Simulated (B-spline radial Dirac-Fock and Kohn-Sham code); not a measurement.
X-ray scattering factor of N²⁺

System: N²⁺, [He] 2s2 2p1, inside a Watson sphere of charge -2 and radius 1.6 Å (a model of the Madelung potential; inside it an electron's potential energy is raised by 18.0 eV).

Input file task.json (cfg lists n, l and occupation; rrms is the nuclear radius in fm):

```json
{"items": [{
  "Z": 7,
  "q": 2,
  "cfg": [[1, 0, 2], [2, 0, 2], [2, 1, 1]],
  "A": 14,
  "rrms": 2.5582,
  "watson": [-2, 1.6],
  "do": ["scatter"],
  "s": [0.0, 0.05, 0.07, 0.09, 0.11, 0.14, 0.17, 0.22, 0.28, 0.36, 0.45, 0.57, 0.73, 0.93, 1.17, 1.49, 1.89, 2.4, 3.05, 3.87, 4.92, 6.24, 7.92],
  "pz": [0, 0.1, 0.2, 0.3, 0.4, 0.5, 0.6, 0.8, 1.0, 1.2, 1.4, 1.6, 1.8, 2.0, 2.5, 3.0, 4.0, 5.0, 7.0, 10.0, 15.0, 20.0, 30.0, 40.0, 60.0, 100.0],
  "hv_scatter": [1000, 2000, 5000, 10000, 30000, 50000, 100000, 500000]
}]}
```

Command: `python xray_run.py task.json out`

Method: Dirac-Fock densities. Computed with a radial atomic solver. f₀ is the Fourier transform of the spherical electron density, S the Waller-Hartree incoherent function, and s = sin θ/λ. The electron scattering factor follows from the Mott-Bethe formula f_e = 0.023934 Å⁻¹·(Z − f₀)/s².

| s (Å⁻¹) | f₀ | S | f_e (Å) |
| --- | --- | --- | --- |
| 0 | 5.000 | 0.000 | – |
| 0.05 | 4.910 | 0.147 | 20.012 |
| 0.07 | 4.826 | 0.282 | 10.620 |
| 0.09 | 4.718 | 0.451 | 6.744 |
| 0.11 | 4.589 | 0.647 | 4.770 |
| 0.14 | 4.363 | 0.973 | 3.220 |
| 0.17 | 4.112 | 1.316 | 2.392 |
| 0.22 | 3.666 | 1.863 | 1.649 |
| 0.28 | 3.148 | 2.403 | 1.176 |
| 0.36 | 2.568 | 2.891 | 0.818 |
| 0.45 | 2.109 | 3.210 | 0.578 |
| 0.57 | 1.752 | 3.465 | 0.387 |
| 0.73 | 1.516 | 3.725 | 0.246 |
| 0.93 | 1.333 | 4.020 | 0.157 |
| 1.17 | 1.129 | 4.324 | 0.103 |
| 1.49 | 0.864 | 4.616 | 0.066 |
| 1.89 | 0.594 | 4.821 | 0.043 |
| 2.4 | 0.363 | 4.934 | 0.028 |
| 3.05 | 0.199 | 4.980 | 0.017 |
| 3.87 | 0.099 | 4.995 | 0.011 |
| 4.92 | 0.046 | 4.999 | 0.007 |
| 6.24 | 0.020 | 5.000 | 0.004 |
| 7.92 | 0.008 | 5.000 | 0.003 |

f₀ starts at the number of electrons, 5, and has fallen to half at s ≈ 0.37 Å⁻¹. The sum of ⟨r²⟩ over the electrons is 4.980 bohr². For an ion f_e diverges as s goes to zero, because of the net charge.
